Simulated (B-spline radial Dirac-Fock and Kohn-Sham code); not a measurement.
# K-line shifts caused by a second vacancy in Tb²⁰⁺

System: the Tb²⁰⁺ ion, [Kr] 4d9.

The computed values come from a radial atomic solver: relaxed Dirac-Fock hole states (ΔSCF) with Breit and QED corrections and a finite nucleus. Each two-hole energy is an average over J within one jj subconfiguration, not an observable level; in light atoms, where LS coupling holds, the j-resolved values are not observed lines, and for a K spectator the Kα1 hypersatellite is nearly forbidden. No correlation.

Lines without a spectator: Kα2 (K-L2) 43739.1 eV, Kα1 (K-L3) 44476.5 eV, Kβ3 (K-M2) 50222.4 eV, Kβ1 (K-M3) 50377.9 eV. Shifts in eV with one spectator hole (a dash: not computed, or left out as unreliable):

```
spectator hole     Kα2     Kα1      Kβ3      Kβ1
        K (1s)  +813.4  +859.4  +1048.7  +1059.3
    L2 (2p1/2)   +98.4  +128.8        –   +257.5
    L3 (2p3/2)   +82.8   +87.4   +207.9        –
    M2 (3p1/2)       –  +18.64    +39.4    +46.9
    M3 (3p3/2)  +11.52       –    +36.3    +36.4
    M4 (3d3/2)   +3.46   +0.05        –        –
```
